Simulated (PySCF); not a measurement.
# Electron correlation in Hg³⁺ (mercury, charge +3)

[Xe] 4f14 5d9, 2D determinant. Computed with PySCF 2.14 in aug-cc-pVTZ-PP with ECP60MDF, with scalar relativity through the core potential. Frozen: 5s2 5p6; 9 electrons correlated.

```csv
level,correlation energy (mhartree)
CCSD,-255.91
(T),-6.83
CCSD(T),-262.74
```

Diagnostics: T1 = 0.0025, D1 = 0.0082, largest double amplitude 0.025.

Q: Is a single reference adequate?

A: Yes, within this model without spin-orbit coupling: T1 lies below 0.03 and no double amplitude reaches 0.07.
